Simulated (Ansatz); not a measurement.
Born–Oppenheimer molecular dynamics of C$_{4}$H$_{9}$FSi (15 atoms, charge 0, multiplicity 1). It starts from a relaxed structure.

Level of theory: RKS revPBE-D4/STO-3G (Ansatz).

- ensemble: NVT, Langevin thermostat
- time step: 0.5 fs
- steps asked: 500
- set temperature: 500 K
- friction: 0.02 /fs
- seed: 618486

First frame:

```xyz
15
Properties=species:S:1:pos:R:3
F 1.373 -2.341 -0.199
C 1.728 -1.048 0.190
C 0.932 -0.333 1.315
C 0.788 0.150 -0.146
C -0.535 -0.115 -0.899
Si -1.925 1.055 -0.368
H 2.828 -0.846 0.154
H 0.071 -0.875 1.741
H 1.483 0.291 2.038
H 1.293 1.100 -0.400
H -0.352 -0.017 -1.989
H -0.834 -1.168 -0.721
H -2.218 0.876 1.047
H -3.132 0.784 -1.139
H -1.522 2.436 -0.596
```

(1) How far do the bonds stretch over the last three quarters of this one trajectory? (Pairs bonded in most of those frames.)

Answers

(1) 
```json
{"bond": "F1–C2", "mean (Å)": "1.395", "spread (Å)": "0.031", "shortest": "1.34", "longest": "1.48"}
{"bond": "C2–C3", "mean (Å)": "1.560", "spread (Å)": "0.037", "shortest": "1.48", "longest": "1.63"}
{"bond": "C2–C4", "mean (Å)": "1.567", "spread (Å)": "0.033", "shortest": "1.48", "longest": "1.65"}
{"bond": "C2–H7", "mean (Å)": "1.127", "spread (Å)": "0.040", "shortest": "1.05", "longest": "1.22"}
{"bond": "C3–C4", "mean (Å)": "1.553", "spread (Å)": "0.035", "shortest": "1.48", "longest": "1.64"}
{"bond": "C3–H8", "mean (Å)": "1.108", "spread (Å)": "0.036", "shortest": "1.03", "longest": "1.18"}
{"bond": "C3–H9", "mean (Å)": "1.108", "spread (Å)": "0.030", "shortest": "1.04", "longest": "1.17"}
{"bond": "C4–C5", "mean (Å)": "1.554", "spread (Å)": "0.040", "shortest": "1.48", "longest": "1.69"}
{"bond": "C4–H10", "mean (Å)": "1.112", "spread (Å)": "0.039", "shortest": "1.03", "longest": "1.20"}
{"bond": "C5–Si6", "mean (Å)": "1.907", "spread (Å)": "0.055", "shortest": "1.79", "longest": "2.02"}
{"bond": "C5–H11", "mean (Å)": "1.115", "spread (Å)": "0.030", "shortest": "1.04", "longest": "1.18"}
{"bond": "C5–H12", "mean (Å)": "1.116", "spread (Å)": "0.040", "shortest": "1.04", "longest": "1.19"}
{"bond": "Si6–H13", "mean (Å)": "1.463", "spread (Å)": "0.042", "shortest": "1.38", "longest": "1.54"}
{"bond": "Si6–H14", "mean (Å)": "1.462", "spread (Å)": "0.038", "shortest": "1.39", "longest": "1.55"}
{"bond": "Si6–H15", "mean (Å)": "1.461", "spread (Å)": "0.043", "shortest": "1.38", "longest": "1.55"}
```

Mean temperature of the second half: 472 K. A run of 0.25 ps of so small a system gives no equilibrium averages. Limits of this set-up: minimal basis.

Time of the run: 22 min on 1 thread of Arm Neoverse V1 (shared host), peak memory 0.089 GiB.
